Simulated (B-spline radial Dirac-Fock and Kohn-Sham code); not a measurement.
## Cu⁶⁺: eigenvalues, ΔSCF and the reference

System: the Cu⁶⁺ ion, [Ar] 3d5.

The density-functional columns are spherical, spin-unpolarised Dirac-Kohn-Sham results without Breit or QED terms: −ε is minus the orbital energy of the initial state and ΔSCF the difference of two total energies. The reference in the last column comes from Dirac-Fock ΔSCF + Breit + QED. All numbers are from a radial B-spline solver, in eV; a selection of levels is shown. The Kohn-Sham columns are given as differences from the reference. For the 1s level of heavy atoms much of the gap between ΔSCF and the reference is the Breit and QED part, -16.3 eV here; for other levels the error of the functional can be larger.

```csv
level,PBE −ε − DF,PBE ΔSCF − DF,LDA −ε − DF,LDA ΔSCF − DF,Dirac-Fock
K (1s),-150.4,+33.2,-168.1,+14.9,9128.2
L1 (2s),-57.8,-23.0,-59.8,-24.9,1252.0
L2 (2p1/2),-42.0,-0.8,-42.5,-1.4,1104.2
L3 (2p3/2),-42.4,-2.0,-42.9,-2.4,1084.2
M1 (3s),-24.4,-9.7,-25.0,-10.4,260.8
M2 (3p1/2),-16.9,-2.4,-17.0,-2.6,211.5
M3 (3p3/2),-16.9,-2.5,-17.0,-2.7,208.5
"M4,5 (3d)",-12.4,+1.7,-12.1,+2.0,134.3
```

Values without a named source are computed, but for edge energies of neutral atoms, which are taken from tables.
